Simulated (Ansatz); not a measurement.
A nudged elastic band was laid between two geometries of C₂H₄F₂OSi (10 atoms, charge 0, multiplicity 1).

Theory: RKS LDA/6-31G* in Ansatz 0.2.0.

| Quantity | Value |
| --- | --- |
| movable images | 9 |
| climbing image | yes |
| spring | 5.0 eV/Å² |
| optimiser | fire |
| start path | through a guess of the saddle point |
| force threshold | 0.05 eV/Å |
| iteration limit | 60 |
| end points | relaxed |
| largest step | 0.02 Å |

Image 0:

```xyz
10
Properties=species:S:1:pos:R:3
O 1.707 -0.130 -1.017
C 0.644 0.037 -0.453
Si 0.064 -1.110 0.989
C -0.302 1.153 -0.860
F -1.482 0.571 -1.183
F -0.495 1.934 0.227
H -0.056 -2.483 0.401
H 1.164 -1.093 2.005
H -1.234 -0.690 1.605
H 0.072 1.760 -1.710
```

Image 10:

```xyz
10
Properties=species:S:1:pos:R:3
O 0.815 -0.710 -1.670
C 0.313 -0.182 -0.698
Si 0.018 -1.145 0.950
C -0.122 1.273 -0.725
F -1.435 1.304 -0.396
F 0.576 1.915 0.242
H 1.347 -1.710 1.345
H -0.546 -0.299 2.048
H -0.922 -2.262 0.614
H 0.040 1.764 -1.707
```

Q: What changes between the two ends?

A: No bond is made or broken. The dihedral C4–C2–Si3–H8 goes from -126 to -3°. The two ends are copies of one structure, up to a mirror image or an exchange of like atoms.

Q: Give the energies along the band, and the barrier.

A: The forces met the threshold. The highest image is number 5 of 0 to 10, 0.112 eV above the ends, which have the same energy within 2 meV. The order of the stationary point at the top wasn't checked. Another band between the same ends, with other settings, climbed to 0.04 eV only, so this may not be the lowest route.

```json
{"image": "0", "path coordinate (Å)": "0.00", "energy (eV)": "0.000", "dihedral C4–C2–Si3–H8 (°)": "-126"}
{"image": "1", "path coordinate (Å)": "0.38", "energy (eV)": "0.009", "dihedral C4–C2–Si3–H8 (°)": "-127"}
{"image": "2", "path coordinate (Å)": "0.77", "energy (eV)": "0.034", "dihedral C4–C2–Si3–H8 (°)": "-128"}
{"image": "3", "path coordinate (Å)": "1.15", "energy (eV)": "0.067", "dihedral C4–C2–Si3–H8 (°)": "-128"}
{"image": "4", "path coordinate (Å)": "1.53", "energy (eV)": "0.096", "dihedral C4–C2–Si3–H8 (°)": "-127"}
{"image": "5", "path coordinate (Å)": "1.90", "energy (eV)": "0.112", "dihedral C4–C2–Si3–H8 (°)": "-121"}
{"image": "6", "path coordinate (Å)": "2.62", "energy (eV)": "0.093", "dihedral C4–C2–Si3–H8 (°)": "-98"}
{"image": "7", "path coordinate (Å)": "3.34", "energy (eV)": "0.065", "dihedral C4–C2–Si3–H8 (°)": "-74"}
{"image": "8", "path coordinate (Å)": "4.06", "energy (eV)": "0.035", "dihedral C4–C2–Si3–H8 (°)": "-50"}
{"image": "9", "path coordinate (Å)": "4.79", "energy (eV)": "0.009", "dihedral C4–C2–Si3–H8 (°)": "-26"}
{"image": "10", "path coordinate (Å)": "5.53", "energy (eV)": "0.000", "dihedral C4–C2–Si3–H8 (°)": "-3"}
```

Q: What is the geometry of the highest image?

A: 
```xyz
10
Properties=species:S:1:pos:R:3
O 1.791 0.117 -0.735
C 0.643 0.110 -0.338
Si 0.024 -1.235 0.907
C -0.319 1.193 -0.830
F -1.541 0.975 -0.292
F 0.141 2.386 -0.404
H 0.270 -2.550 0.230
H 0.895 -1.128 2.121
H -1.418 -1.118 1.283
H -0.402 1.199 -1.938
```

Time of the run: 6.8 min on 2 threads of Arm Neoverse V1 (shared host), peak memory 0.14 GiB.
